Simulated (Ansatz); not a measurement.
Ansatz (a program for electronic structure) input (CCSD(T)/cc-pVQZ):

Ansatz 0.2 input:
```yaml
crystal:
  periodic: [false, false, false]
  atoms:
    - {symbol: Br, position_ang: [2.12521054, -1.05376337, -0.30439747]}
    - {symbol: C, position_ang: [0.38152169, -0.33431720, -0.11180157]}
    - {symbol: C, position_ang: [0.12365410, 0.89384275, 0.35841581]}
    - {symbol: Se, position_ang: [-1.67937006, 1.32940442, 0.43613511]}
    - {symbol: C, position_ang: [-1.96353383, -0.40259968, -0.26068728]}
    - {symbol: C, position_ang: [-0.80253637, -1.07168193, -0.46376397]}
    - {symbol: H, position_ang: [-2.96545519, -0.75209500, -0.45043676]}
    - {symbol: H, position_ang: [-0.75296495, -2.07740113, -0.85722346]}
basis:
  gaussian:
    orbitals: cc-pVQZ
magnetization: {spin_polarized: true, initial_magnetization: 1}
correlation: {method: ccsd_t, electrons: outside_noble_gas}
```

End of the output:

```
mean field evaluation 128: about -139455.7218 eV, gradient 8.5e-4 eV
mean field evaluation 160: about -139454.6877 eV, gradient 6.4e-2 eV
mean field evaluation 192: about -139454.6899 eV, gradient 1.2e-1 eV
mean field evaluation 224: about -139455.7204 eV, gradient 1.9e-1 eV
mean field evaluation 256: about -139455.7218 eV, gradient 3.1e-3 eV
mean field evaluation 288: about -139453.3507 eV, gradient 2.2e-1 eV
mean field evaluation 320: about -139453.5590 eV, gradient 1.1e-3 eV
mean field evaluation 352: about -139456.7892 eV, gradient 8.0e-1 eV
mean field evaluation 384: about -139451.2793 eV, gradient 7.5e-2 eV
mean field -139457.02419238 eV, -5124.9511117040 hartree, gradient 1.4e-6 eV, S^2 1.197048; 8 other end points of the search recorded, 0 dependent functions left out
determinant -139457.02419238 eV, -5124.9511117040 hartree, with singles and doubles -139484.35691792 eV, -5125.9555708407 hartree
determinant -139455.72177066 eV, -5124.9032485886 hartree, with singles and doubles -139483.17705228 eV, -5125.9122115782 hartree
determinant -139453.55903211 eV, -5124.8237694128 hartree, with singles and doubles -139480.29017682 eV, -5125.8061208617 hartree
32 core orbitals not correlated
reference -139457.02419238 eV, -5124.9511117040 hartree; 16, 15 occupied and 368, 369 virtual orbitals, 2557 factors
second order -25.64624145 eV of doubles, -0.00000000 eV of singles
coupled cluster: 88.87 GiB planned
cycle   1  -26.79633111 eV  change    -2.5e0 eV  update   3.5e-2
cycle   2  -26.89720522 eV  change   -1.0e-1 eV  update   9.6e-3
cycle   3  -26.88849434 eV  change    8.7e-3 eV  update   5.2e-3
cycle   4  -26.89793971 eV  change   -9.4e-3 eV  update   3.2e-3
cycle   5  -26.90562443 eV  change   -7.7e-3 eV  update   1.7e-3
cycle   6  -26.90932610 eV  change   -3.7e-3 eV  update   7.3e-4
cycle   7  -26.91079682 eV  change   -1.5e-3 eV  update   2.7e-4
cycle   8  -26.91118562 eV  change   -3.9e-4 eV  update   1.2e-4
cycle   9  -26.91124735 eV  change   -6.2e-5 eV  update   5.5e-5
cycle  10  -26.91121112 eV  change    3.6e-5 eV  update   2.6e-5
coupled cluster: 88.87 GiB planned
perturbative correction -1.59027269 eV, -0.0584414434 hartree
Total energy: -139485.52567619 eV, -5125.9985219151 hartree
```

It need not be the lowest isomer of its formula.

The determinant is spin-contaminated: <S^2> is 1.20 against 0.75 for a pure state.
